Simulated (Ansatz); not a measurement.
# Nudged elastic band run: C₂H₄BN

Input:

```yaml
crystal:
  periodic: [false, false, false]
  atoms:
    - { symbol: C, position_ang: [-0.722347, 0.697534, -0.243035] }
    - { symbol: B, position_ang: [-0.010186, -0.507444, 0.444274] }
    - { symbol: C, position_ang: [1.426948, -0.903036, 0.040824] }
    - { symbol: "N", position_ang: [2.521357, -1.209864, -0.261082] }
    - { symbol: H, position_ang: [-0.745754, 0.538149, -1.345378] }
    - { symbol: H, position_ang: [-1.747489, 0.898129, 0.117637] }
    - { symbol: H, position_ang: [-0.10384, 1.615961, -0.120487] }
    - { symbol: H, position_ang: [-0.526388, -1.18653, 1.311447] }
basis:
  gaussian: { orbitals: def2-SVP }
hamiltonian:
  xc: pbe
neb:
  order_check: false
  images: 5
  f_tol: 0.05
  max_iterations: 60
  initial_path: linear
  final_atoms:
    - { symbol: C, position_ang: [-0.67810328, 0.74209426, -0.22055065] }
    - { symbol: B, position_ang: [-0.01234591, -0.54520329, 0.34614898] }
    - { symbol: C, position_ang: [1.48509205, -0.85308795, 0.14271874] }
    - { symbol: "N", position_ang: [2.62708983, -1.09078713, -0.00743381] }
    - { symbol: H, position_ang: [-1.16614927, 0.40568081, -1.1702397] }
    - { symbol: H, position_ang: [-1.51138589, 1.11015655, 0.41087732] }
    - { symbol: H, position_ang: [0.0097437, 1.56617406, -0.48772579] }
    - { symbol: H, position_ang: [-0.66164024, -1.39212831, 0.93040492] }
```

Launched with:

```bash
$ ansatz run input.yaml --threads 1 --pin off --max-ram 2048MiB --backend cpu --events-out ev --progress --plain --runs-dir out
```

Output, in part (warnings, iteration lines, the closing report on the highest movable image, with atoms numbered from 0):

```
NEB end point (image 0): max|allowed force component| = 6.829e-3 eV/Å (the criterion of neb.relax_end_points is 1.000e-2)
NEB end point (image 6): max|allowed force component| = 7.176e-3 eV/Å (the criterion of neb.relax_end_points is 1.000e-2)
NEB iter   1: max|band force component| = 9.979e-1 eV/Å  barrier→ = 0.0241 eV  barrier← = 0.0382 eV  Δτ_max = 0.0215 Å  (180 SCF iters)
NEB iter   2: max|band force component| = 3.170e-1 eV/Å  barrier→ = -0.0001 eV  barrier← = 0.0140 eV  CI = image 1  Δτ_max = 0.0378 Å  (155 SCF iters)
NEB iter   3: max|band force component| = 9.170e-2 eV/Å  barrier→ = -0.0002 eV  barrier← = 0.0138 eV  CI = image 1  Δτ_max = 0.0184 Å  (149 SCF iters)
NEB iter   4: max|band force component| = 6.937e-2 eV/Å  barrier→ = -0.0001 eV  barrier← = 0.0140 eV  CI = image 1  Δτ_max = 0.0116 Å  (149 SCF iters)
NEB iter   5: max|band force component| = 2.601e-2 eV/Å  barrier→ = -0.0001 eV  barrier← = 0.0139 eV  CI = image 1  Δτ_max = 0.0000 Å  (266 SCF iters)
Total energy: -4295.79171149 eV, -157.8674336050 hartree
Atom 0 at    -0.722670     0.695785    -0.247279 Å, force     0.007212     0.001558     0.002867 eV/Å
Atom 1 at    -0.015603    -0.513528     0.436694 Å, force     0.001891     0.002891    -0.001451 eV/Å
Atom 2 at     1.436057    -0.885992     0.064231 Å, force    -0.005081     0.003057     0.001300 eV/Å
Atom 3 at     2.541408    -1.176459    -0.212820 Å, force     0.004199    -0.002435    -0.000213 eV/Å
Atom 4 at    -0.743396     0.530646    -1.349334 Å, force    -0.003045    -0.002477     0.000908 eV/Å
Atom 5 at    -1.750123     0.894383     0.107309 Å, force    -0.001528    -0.000197     0.000250 eV/Å
Atom 6 at    -0.105456     1.615007    -0.128741 Å, force    -0.001757    -0.000994    -0.001323 eV/Å
Atom 7 at    -0.547915    -1.216944     1.274140 Å, force    -0.001890    -0.001402    -0.002340 eV/Å
Dipole moment:    -0.577091     0.296425     0.017903 e Å
```

The run converged. The highest image is an end point: on this band no image between the ends rises above it.

Final band:

```csv
image,path coordinate (Å),energy (kJ/mol)
0,0.00,0.0
1,0.05,0.0
2,0.23,-0.2
3,0.41,-0.6
4,0.59,-1.0
5,0.78,-1.3
6,0.96,-1.4
```

Time of the run: 2.4 min on 1 thread of Intel(R) Xeon(R) Processor @ 2.50GHz (Skylake/Cascade Lake), with other jobs on the host, peak memory 0.14 GiB.
